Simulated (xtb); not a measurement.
H₉NSi₃, SMILES [SiH3]N[SiH2][SiH3]. All values are semi-empirical tight-binding results from xtb (GFN2-xTB unless named), good for trends rather than for accurate numbers. Geometry: GFN2-xTB. One conformer was computed; it need not be the lowest.

Optimised geometry:

```xyz
13

Si     1.5614     1.3884    -0.3758
N      1.2668    -0.2863    -0.0546
Si    -0.1084    -1.0496     0.6908
Si    -2.0490    -0.2696    -0.2677
H      2.7356     1.4288    -1.2476
H      1.8262     2.1506     0.8515
H      0.3595     1.9030    -1.0292
H      2.1053    -0.8442    -0.0267
H      0.1491    -2.4846     0.4882
H     -0.0568    -0.8369     2.1514
H     -3.2031    -1.0322     0.2252
H     -2.0936    -0.3854    -1.7292
H     -2.3459     1.1349     0.0373
```

Problem. Estimate the properties. (The exact figures need the calculation; the answer reports its results.)

Solution. 
```
Property                                        Value
--------------------------------------  -------------
orbital gap                                   4.29 eV
dipole moment                                  0.91 D
zero-point energy                       49.8 kcal/mol
G − E(el) at 298.15 K (modified RRHO)   28.6 kcal/mol
static polarisability (D4 model)           98.8 bohr³
solvation energy, GFN2-xTB/ALPB(water)   0.1 kcal/mol
solvation energy, GFN2-xTB/ALPB(ether)  -4.2 kcal/mol
```

Computed atomic charges and the Wiberg bond orders between heavy atoms:
charges (e) Si1 0.48, N2 -0.47, Si3 0.42, Si4 0.37, H5 -0.11, H6 -0.11, H7 -0.12, H8 0.14, H9 -0.12, H10 -0.12, H11 -0.13, H12 -0.11, H13 -0.12. Bond orders Si1–N2 1.08, N2–Si3 1.04, Si3–Si4 0.84.
